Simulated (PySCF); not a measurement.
**Spin-rotation constants: `InChI=1S/C5H10O2/c1-7-5-2-4(6)3-5/h4-6H,2-3H2,1H3/t4-,5+`**

Geometry (Å), atoms numbered from 1 in this order:
```xyz
17

C    -1.6871    1.3566    1.0912
O    -1.3054    0.8933   -0.1786
C    -0.2831   -0.0753   -0.2582
C     1.0858    0.4157   -0.7820
C     1.7668   -0.5105    0.2435
O     2.8730   -0.0336    0.9455
C     0.4222   -0.6366    0.9914
H    -2.0035    0.5379    1.7464
H    -0.8922    1.9301    1.5846
H    -2.5336    2.0186    0.9145
H    -0.6718   -0.8856   -0.8851
H     1.3022    0.2469   -1.8326
H     1.2420    1.4682   -0.5479
H     2.0883   -1.4556   -0.1963
H     2.6585    0.8278    1.3229
H     0.1239   -1.6308    1.3146
H     0.3869    0.0408    1.8420
```

Method used: PySCF, GIAO PBE0/pcSseg-1 magnetisability, rotational g tensor and spin-rotation constants, non-relativistic, gas phase. Geometry: GFN2-xTB, dihedral held. The dihedral C7–C3–O2–C1 is held at 0°.

(1) Give the nuclear spin-rotation constants along the inertial axes (H = +C I·J) beside the isotropic shieldings.

## Answers

(1) Rotational constants 5.6217, 1.6114, 1.4979 GHz. A star marks the isotopologue with that one atom substituted, in its own axes.
| atom | isotope | Caa (kHz) | Cbb (kHz) | Ccc (kHz) | mean (kHz) | σ (ppm) |
| --- | --- | --- | --- | --- | --- | --- |
| H8 | 1H | -0.552 | -0.109 | 0.003 | -0.219 | 28.6 |
| H9 | 1H | -0.267 | -0.131 | -0.043 | -0.147 | 28.2 |
| H10 | 1H | 0.220 | -0.177 | -0.125 | -0.027 | 28.0 |
| H11 | 1H | -0.594 | -0.057 | -0.006 | -0.219 | 27.7 |
| H12 | 1H | -0.593 | 0.081 | -0.167 | -0.226 | 28.8 |
| H13 | 1H | -0.671 | -0.185 | 0.060 | -0.265 | 30.1 |
| H14 | 1H | -0.274 | -0.123 | -0.040 | -0.146 | 28.0 |
| H15 | 1H | -0.624 | -0.166 | -0.062 | -0.284 | 31.5 |
| H16 | 1H | -0.625 | -0.161 | 0.056 | -0.244 | 29.1 |
| H17 | 1H | -0.618 | 0.001 | -0.119 | -0.245 | 29.7 |
| C1 | 13C* | 1.215 | 0.249 | 0.318 | 0.594 | 132.3 |
| O2 | 17O* | -0.263 | -0.123 | -0.108 | -0.164 | 317.3 |
| C3 | 13C* | 1.120 | 0.370 | 0.313 | 0.601 | 121.5 |
| C4 | 13C* | 0.851 | 0.356 | 0.286 | 0.497 | 138.8 |
| C5 | 13C* | 1.369 | 0.310 | 0.281 | 0.653 | 124.5 |
| O6 | 17O* | -0.636 | -0.204 | -0.177 | -0.339 | 250.0 |

For the geometry as given, no vibrational averaging.
